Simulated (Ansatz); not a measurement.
C2H6OSn (`[CH3][SnH]1[CH2][O]1`), relaxed with RKS PBE-D4/def2-SVP in the Gaussian-basis code of Ansatz from a rough embedded geometry. The force threshold is 0.03 eV/Å; the program also tests the step.

The species carries charge 0 and has multiplicity 1. Sn takes the def2 core potential.

Start:

```xyz
10

C    -1.446   -0.359    0.841
Sn    0.261    0.722    0.340
C     1.573   -0.304   -0.946
O     0.708    0.398   -1.588
H    -2.301   -0.140    0.096
H    -1.296   -1.450    0.878
H    -1.841   -0.044    1.875
H     0.246    2.488    0.532
H     2.616    0.113   -1.034
H     1.480   -1.424   -0.995
```

Task: How much energy does the relaxation release, and in how many steps? (Best estimate.)

Result: The calculation gave: 79.13 kJ/mol, in 11 steps, 1 of them rejected.

Task: Which bonds change most? (An estimate is asked.)

Result: Ansatz gave: Sn2–O4 from 2.006 to 2.409 Å; Sn2–C3 from 2.105 to 2.392 Å; C1–Sn2 from 2.082 to 2.202 Å; C1–H5 from 1.156 to 1.105 Å.

Task: Give the relaxed structure. (Estimate.)

Result: Computed: 
```xyz
10

C    -1.515   -0.309    0.881
Sn    0.484    0.609    0.794
C     1.612   -0.289   -1.115
O     0.519    0.181   -1.577
H    -2.142    0.116    0.076
H    -1.426   -1.405    0.758
H    -1.970   -0.088    1.867
H     0.128    2.295    0.409
H     2.579    0.273   -1.205
H     1.730   -1.383   -0.886
```
